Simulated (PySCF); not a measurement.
C2H5BF2O, SMILES C[C@@H](B(F)F)O.

The structure is a stationary point at r2SCAN-D4/def2-SVP. The structure was generated by enumeration; whether it is a known compound was not checked. The values are those of a single conformer.

Computed with TDA-PBE/def2-SVPD (PySCF).

Vertical excitations. Isolated molecule, no solvent.

| state | energy (eV) | λ (nm) | f | main pairs |
|---|---|---|---|---|
| S1 | 5.66 | 219 | 0.012 | HOMO→LUMO 99 % |
| S2 | 6.33 | 196 | 0.009 | HOMO→LUMO+1 99 % |
| S3 | 6.80 | 182 | 0.017 | HOMO−1→LUMO 94 % |
| S4 | 6.93 | 179 | 0.007 | HOMO→LUMO+2 97 % |
| S5 | 7.36 | 169 | 0.001 | HOMO−1→LUMO+1 97 % |
| S6 | 7.52 | 165 | 0.023 | HOMO→LUMO+3 98 % |
| S7 | 7.79 | 159 | 0.057 | HOMO→LUMO+4 96 % |
| S8 | 7.95 | 156 | 0.053 | HOMO−1→LUMO+2 94 % |
| S9 | 8.00 | 155 | 0.006 | HOMO−2→LUMO 94 % |
| S10 | 8.50 | 146 | 0.028 | HOMO−1→LUMO+3 90 % |
| T1 | 5.46 | 227 | 0 | HOMO→LUMO 99 % |
| T2 | 6.12 | 202 | 0 | HOMO→LUMO+1 98 % |
| T3 | 6.24 | 199 | 0 | HOMO−1→LUMO 98 % |
| T4 | 6.77 | 183 | 0 | HOMO→LUMO+2 98 % |
Triplets are in the Tamm–Dancoff approximation.
